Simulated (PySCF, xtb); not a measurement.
PbCl₃, SMILES [Pb-]([Cl])([Cl])[Cl], charge -1.

Harmonic wavenumbers (cm⁻¹) from xtb 6.7.1 with GFN2-xTB at its own minimum, in rising order: 65, 65, 74, 216, 216, 240.

**Question.** What does PBE0-D3(BJ)/def2-SVPD (PySCF 2.14.0) give at its own minimum? (The exact figures need the calculation; the answer reports its results.)

**Answer.** 73, 73, 81, 242, 242, 267. Paired by order, the mean absolute difference is 17 cm⁻¹ and the zero-point energies are 1.3 and 1.4 kcal/mol.
